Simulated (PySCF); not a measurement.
CH5GaO3 (SMILES C[O][Ga]([OH])[OH]), singlet, geometry from GFN2-xTB (such geometries of metal compounds can be far from the true shape); SA2-CASSCF(4,6)/STO-3G (PySCF).

PySCF was given this input:
```python
from pyscf import gto, scf, mcscf
import numpy

mol = gto.Mole()
mol.atom = '''
    Ga    0.09262009    0.30088295    0.19858133
    O     1.17003086    1.66503500    0.14055510
    H     1.74793936    1.74078705   -0.61782513
    O    -0.99497662    0.08434453    1.54380040
    H    -0.95740219    0.75167209    2.22888970
    O     0.14355800   -0.84067298   -1.14129589
    C    -0.62560498   -2.01798343   -1.32542587
    H    -1.19044496   -1.91954716   -2.25539351
    H     0.05659038   -2.86806744   -1.39985966
    H    -1.32317351   -2.19396772   -0.50375419
'''
mol.basis = 'sto-3g'
mol.verbose = 4
mol.build()

mf = scf.RHF(mol)
mf.kernel()
mc = mcscf.CASSCF(mf, 6, 4)
mc.fix_spin_(ss=0.0)
mc = mc.state_average_([0.5, 0.5])
mc.kernel()
```

Task: Predict the main parts of the log of this PySCF run.

Result: 
```
PySCF version 2.14.0

[INPUT] verbose = 4
[INPUT] num. atoms = 10
[INPUT] num. electrons = 66
[INPUT] charge = 0
[INPUT] spin (= nelec alpha-beta = 2S) = 0
[INPUT] symmetry False subgroup None
[INPUT] Mole.unit = angstrom
[INPUT] Symbol           X                Y                Z      unit          X                Y                Z       unit  Magmom
[...]
nuclear repulsion = 390.56235103206
number of shells = 25
number of NR pGTOs = 129
number of NR cGTOs = 43
basis = sto-3g
ecp = {}

******** <class 'pyscf.scf.hf.RHF'> ********
method = RHF
initial guess = minao
damping factor = 0
level_shift factor = 0
DIIS = <class 'pyscf.scf.diis.CDIIS'>
diis_start_cycle = 1
diis_space = 8
diis_damp = 0
SCF conv_tol = 1e-09
SCF conv_tol_grad = None
SCF max_cycles = 50
direct_scf = True
direct_scf_tol = 1e-13
Set gradient conv threshold to 3.16228e-05
Initial guess from minao.
init E= -2160.73083928471
[...]
cycle= 1 E= -2162.55314831116  delta_E= -1.82  |g|=  0.7  |ddm|= 3.78
[...]
cycle= 2 E= -2162.75556805378  delta_E= -0.202  |g|= 0.159  |ddm|= 1.24
[...]
cycle= 3 E= -2162.76714260656  delta_E= -0.0116  |g|= 0.0515  |ddm|= 0.33
[...]
cycle= 4 E= -2162.76813185822  delta_E= -0.000989  |g|= 0.0127  |ddm|= 0.0782
[...]
cycle= 5 E= -2162.76825938876  delta_E= -0.000128  |g|= 0.00485  |ddm|= 0.0382
[...]
cycle= 6 E= -2162.76828086009  delta_E= -2.15e-05  |g|= 0.0024  |ddm|= 0.0143
[...]
cycle= 7 E= -2162.76828941522  delta_E= -8.56e-06  |g|= 0.000577  |ddm|= 0.0139
[...]
cycle= 8 E= -2162.76828987548  delta_E= -4.6e-07  |g|= 0.000171  |ddm|= 0.00316
[...]
cycle= 9 E= -2162.7682899096  delta_E= -3.41e-08  |g|= 5.82e-05  |ddm|= 0.000778
[...]
cycle= 10 E= -2162.76828991448  delta_E= -4.88e-09  |g|= 3e-05  |ddm|= 0.000245
[...]
cycle= 11 E= -2162.76828991639  delta_E= -1.9e-09  |g|= 1.08e-05  |ddm|= 0.000209
[...]
cycle= 12 E= -2162.76828991662  delta_E= -2.36e-10  |g|= 2.42e-06  |ddm|= 8.92e-05
[...]
Extra cycle  E= -2162.76828991662  delta_E= 5.46e-12  |g|= 1.23e-06  |ddm|= 5.94e-06
converged SCF energy = -2162.76828991662

******** <class 'pyscf.mcscf.addons.StateAverageCASSCF'> ********
CAS (2e+2e, 6o), ncore = 31, nvir = 6
max_cycle_macro = 50
max_cycle_micro = 4
conv_tol = 1e-07
conv_tol_grad = None
orbital rotation max_stepsize = 0.02
orbital rotation threshold for CI restart = 0.01
augmented hessian ah_max_cycle = 30
augmented hessian ah_conv_tol = 1e-12
augmented hessian ah_linear dependence = 1e-14
augmented hessian ah_level shift = 1e-08
[...]
CASCI E = -2162.68211858928  S^2 = 0.0000000
[...]
               |grad[o]|=0.0637  |ddm|=0.074  |maxRot[o]|=0.314
macro iter   4 ( 21 JK    4 micro), CASSCF E = -2162.75428519388  dE = -3.72164066e-03  S^2 = 0.0000000
               |grad[o]|=0.0486  |ddm|=0.114  |maxRot[o]|=0.207
macro iter   5 ( 21 JK    4 micro), CASSCF E = -2162.75471463180  dE = -4.29437916e-04  S^2 = 0.0000000
               |grad[o]|=0.0208  |ddm|=0.0307  |maxRot[o]|=0.0738
macro iter   6 ( 19 JK    4 micro), CASSCF E = -2162.75494551919  dE = -2.30887394e-04  S^2 = 0.0000000
               |grad[o]|=0.00655  |ddm|=0.0236  |maxRot[o]|=0.0711
macro iter   7 ( 14 JK    4 micro), CASSCF E = -2162.75505187858  dE = -1.06359389e-04  S^2 = 0.0000000
               |grad[o]|=0.00658  |ddm|=0.103  |maxRot[o]|=0.0347
macro iter   8 ( 13 JK    4 micro), CASSCF E = -2162.75504480876  dE =  7.06981791e-06  S^2 = 0.0000000
               |grad[o]|=0.00144  |ddm|=0.0409  |maxRot[o]|=0.0234
macro iter   9 ( 16 JK    4 micro), CASSCF E = -2162.75506764762  dE = -2.28388590e-05  S^2 = 0.0000000
               |grad[o]|=0.00225  |ddm|=0.0228  |maxRot[o]|=0.0191
macro iter  10 ( 21 JK    4 micro), CASSCF E = -2162.75507312669  dE = -5.47906438e-06  S^2 = 0.0000000
               |grad[o]|=0.000358  |ddm|=0.000242  |maxRot[o]|=0.173
macro iter  11 ( 11 JK    2 micro), CASSCF E = -2162.75507511290  dE = -1.98621547e-06  S^2 = 0.0000000
               |grad[o]|=0.000203  |ddm|=0.00026  |maxRot[o]|=0.118
macro iter  12 ( 14 JK    3 micro), CASSCF E = -2162.75507573376  dE = -6.20860192e-07  S^2 = 0.0000000
               |grad[o]|=8.73e-05  |ddm|=0.0011  |maxRot[o]|=0.045
macro iter  13 (  7 JK    1 micro), CASSCF E = -2162.75507583718  dE = -1.03416824e-07  S^2 = 0.0000000
               |grad[o]|=5.41e-05  |ddm|=0.000294  |maxRot[o]|=0.00498
macro iter  14 (  5 JK    1 micro), CASSCF E = -2162.75507589908  dE = -6.18988452e-08  S^2 = 0.0000000
               |grad[o]|=4.31e-05  |ddm|=0.000193  |maxRot[o]|=0.00525
1-step CASSCF converged in  14 macro (225 JK  47 micro) steps
CASSCF canonicalization
Density matrix diagonal elements [1.54324071 1.85096074 0.50000974 0.09170857 0.00518522 0.00889502]
CASSCF energy = -2162.75507589908
CASCI E = -2162.75507589908  E(CI) = -8.11401354531199  S^2 = 0.0000000
CASCI state-averaged energy = -2162.75507589908
CASCI energy for each state
  State 0 weight 0.5  E = -2162.783765908 S^2 = 0.0000000
  State 1 weight 0.5  E = -2162.72638589016 S^2 = 0.0000000
```
